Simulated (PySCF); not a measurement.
The vertical singlet excitations below were computed for one of the candidates. Method: PySCF, TDDFT B3LYP/def2-SVPD, vertical, gas phase, core orbitals frozen in the response. Geometries: PBE0-D3(BJ)/def2-SVP, one conformer each. Relativistic effects are left out although some hold elements past zinc.

```tsv
state	E (eV)	f
S1	6.03	0.0051
S2	6.41	0.0078
S3	6.73	0.016
S4	6.84	0.029
S5	7.03	0.033
S6	7.04	0.014
S7	7.13	0.0044
S8	7.17	0.0034
S9	7.23	0.025
S10	7.26	0.013
```

Question: Which candidate is it? All have the formula C7H14GeO.
A. `C[C@@H]1C[C@H]([O][GeH3])C12CC2`
B. `[GeH3][O]/C(C)=C(/CC=C)C`
C. `C(=C/CC)/CC([O][GeH3])=C`
D. `C=CC/C(C)=C(/C)[O][GeH3]`

Answer: A. Its S1, at 6.03 eV, is the highest among the candidates; the nearest of the others has S1 at 5.16 eV. S1 is HOMO→LUMO (92%). Löwdin shares by element: HOMO carbon 37% or more, oxygen 30% (atoms not listed hold the other 34%); LUMO germanium 40%, hydrogen 22% or more, oxygen 12% (atoms not listed hold the other 25%). At the same level the other candidates give, for their lowest levels:
- `C=CC/C(C)=C(/C)[O][GeH3]`: 4.74 eV (f 0.020); 4.98 eV (f 0.072); 5.30 eV (f 0.063); 5.84 eV (f 0.005); 6.00 eV (f 0.010); T1 3.97 eV; HOMO -5.84, LUMO -0.29 eV
- `C=C(C/C=C\CC)[O][GeH3]`: 5.16 eV (f 0.000); 5.47 eV (f 0.029); 5.72 eV (f 0.048); 5.86 eV (f 0.004); 6.05 eV (f 0.078); T1 4.27 eV; HOMO -6.34, LUMO -0.28 eV
- `C=CC/C(C)=C(\C)[O][GeH3]`: 4.72 eV (f 0.048); 5.02 eV (f 0.038); 5.15 eV (f 0.022); 5.79 eV (f 0.094); 5.89 eV (f 0.004); T1 3.93 eV; HOMO -5.80, LUMO -0.30 eV

Conformer computed: `[CH3:1][C@@H:2]1[CH2:3][C@H:4]([O:5][GeH3:6])[C:7]12[CH2:8][CH2:9]2`: C3–C4–O5–Ge6 80°.
Triplets come from the Tamm–Dancoff approximation.
